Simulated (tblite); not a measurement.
C4H5F2N2Si (doublet state).
Structure used (GFN2-xTB), in Å, numbered top down from 1:
```
atom  x, y, z in Å
N1    -3.5911    1.0212   -0.7130
C2    -2.4860    0.7453   -0.7823
C3    -1.0785    0.3364   -0.7942
F4    -0.2811    1.4474   -0.7955
F5    -0.7991   -0.2940   -1.9753
C6    -0.7701   -0.5598    0.3833
Si7    1.0772   -1.0869    0.4108
C8     1.8924    0.4657    1.0044
N9     2.6320    1.4115    0.8937
H10   -1.0389   -0.0263    1.2939
H11   -1.4125   -1.4361    0.3080
H12    1.3614   -1.7048   -0.8920
H13    1.2627   -2.0422    1.5011
H14    3.2308    1.7221    0.1350
```

Structure optimised with GFN2-xTB, isolated species. This method treats the open shell by occupation alone, without spin polarisation.

Masses are those of the commonest isotopes; rigid-rotor values at the optimised geometry. The values belong to one conformer with, in the numbering `[H]/[N:9]=[C:8]\[SiH2:7][CH2:6][C:3]([C:2]#[N:1])([F:4])[F:5]`, C2–C3–C6–Si7 -179°, C3–C6–Si7–C8 75°, C6–Si7–C8–N9 -117°.

Problem. What are A, B and C (MHz)?

Solution. Ia = 201.25, Ib = 609.64, Ic = 672.10 u·Å²; 505379 MHz·u·Å²/I gives A = 2511, B = 829.0, C = 751.9 MHz.

Problem. What kind of rotor is it?

Solution. A near-prolate asymmetric top: κ = (2 × 829.0 − 2511 − 751.9)/(2511 − 751.9) = -0.91.

Problem. What does the inertial defect say?

Solution. Not planar: Δ = Ic − Ia − Ib = -138.80 u·Å². For a rigid frame Δ = −2 Σ m c², so Σ m c² = 69.40 u·Å² lies off the ab plane: 7.28 from hydrogen and 62.12 from heavier atoms. The atom farthest from that plane is 1.75 Å away.

Problem. Estimate the classical rotational partition function at 50 K, 100 K and 200 K.

Solution. Point group C1, symmetry number σ = 1; q = (√π/σ)·√((kT/h)³/(ABC)), k/h = 20836.6 MHz/K: 47600 at 50 K, 135000 at 100 K, 381000 at 200 K.

For this open shell read J as N, the rotation without spin; fine and hyperfine splittings come on top. Its GFN2-xTB frequencies are all real (lowest 24 cm⁻¹). No vibrational averaging or centrifugal distortion is included, and the geometry carries the error of its method.

The run took 0.39 s wall on one thread, Arm Neoverse V2 (aarch64), no GPU, shared host with 96 logical CPUs at a one-minute load of 51. These figures are those of the optimisation.

All values are computed, not measured.
